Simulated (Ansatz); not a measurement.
Frontier orbitals of CH$_{3}$AlBF, SMILES `F[B]1[CH2][AlH]1`.

Cartesian coordinates in Å:
```
F 1.701 1.198 -1.232
B 0.719 0.444 -0.762
C -0.212 0.643 0.368
Al 0.038 -1.343 -0.255
H -1.154 0.069 0.487
H -0.270 1.510 1.026
H -0.823 -2.520 0.368
```

Total charge 0; spin multiplicity 1. The geometry is a stationary point of PBE0-D4/def2-TZVP. Basis def2-TZVPP, Ansatz.

A caution on the coupled-cluster cation, which keeps the state that its UHF reference found: large T1 diagnostic of the cation; spin contamination of the cation.

| functional | HOMO (eV) | LUMO (eV) | gap (eV) |
| --- | --- | --- | --- |
| PBE | -5.53 | -2.39 | 3.14 |
| revPBE | -5.48 | -2.31 | 3.17 |
| BLYP | -5.41 | -2.26 | 3.15 |
| PBE0 | -6.57 | -1.65 | 4.92 |
| BHLYP | -7.51 | -0.86 | 6.65 |
| CAM-B3LYP | -7.83 | -0.69 | 7.14 |
| ωB97M-V | -8.60 | 0.06 | 8.66 |
| HF | -8.90 | 1.06 | 9.96 |

What is the vertical ionisation energy at frozen-core CCSD(T)/CBS(def2)? (Estimate.)

The calculation gave: 8.87 eV (T1 of the cation 0.078).

Against PBE, PBE0 changes HOMO and LUMO by −1.04 and +0.74 eV, ωB97M-V by −3.07 and +2.45 eV. A gap of 3.14 eV thus becomes 8.66 eV for the same molecule, so an orbital gap means little without its functional. A positive LUMO is unbound and depends on the basis. −ε(HOMO) differs from that ionisation energy by −3.34 eV with PBE and −0.27 eV with ωB97M-V.
